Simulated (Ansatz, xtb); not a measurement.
# Ranking isomers of C6H7Cl

6 gas-phase structures of C6H7Cl, from a drawn sample of its isomers (lower ones may exist). Each was relaxed with GFN2-xTB:

A. `Cl[C@@]12CC=C[C@@H]1C2`, a singlet
B. `CC#C/C(Cl)=C\C`, a singlet
C. `ClC1=CC[C@@H]2C[C@H]12`, a singlet
D. `CC1=CC/C1=C/Cl`, a singlet
E. `C=C1C(Cl)=C[C@@H]1C`, a singlet
F. `CC1=CC/C1=C\Cl`, a singlet

Task: Make a reasoned guess at their ranking by r2SCAN-D4/def2-SVP single-point energy.

Result: Calculated order at r2SCAN-D4/def2-SVP: C (0.0), A (7.4), D (65.7), F (66.8), E (72.4), B (91.9) kJ/mol. Less than 1 kcal/mol parts D and F, so the order within that pair means little.

Energies above the lowest of each column, in kJ/mol; the last columns are at B3LYP/def2-SVP geometries and were run for some of them only (a dash: not run or not comparable):

| structure | GFN2-xTB | HF/STO-3G | r2SCAN-D4/def2-SVP | B3LYP/def2-SVP | CCSD(T)/def2-SVP + ΔMP2/def2-TZVPP |
| --- | --- | --- | --- | --- | --- |
| C | 0.0 | 0.0 | 0.0 | 0.0 | 0.0 |
| A | 14.0 | 6.2 | 7.4 | 7.5 | 5.1 |
| D | 99.7 | 123.5 | 65.7 | 47.5 | 59.4 |
| F | 99.4 | 122.4 | 66.8 | 48.0 | 59.8 |
| E | 103.8 | 134.7 | 72.4 | 55.6 | – |
| B | 114.8 | 153.3 | 91.9 | – | – |

Every level run on C puts it lowest or level with the lowest. Flexible structures stand in one conformer each, not always the lowest. Frequencies (GFN2-xTB) were run for A, C, D, F alone. ΔMP2 is the change of the MP2 energy from the smaller to the larger basis.

Over these structures GFN2-xTB departs from r2SCAN-D4/def2-SVP by 12.0 kJ/mol on average once a common shift is removed. A GFN2-xTB relaxation took about 0.067 s and the r2SCAN-D4/def2-SVP energy about 2 s on a shared host (Ansatz 0.2.0, xtb 6.7.1).
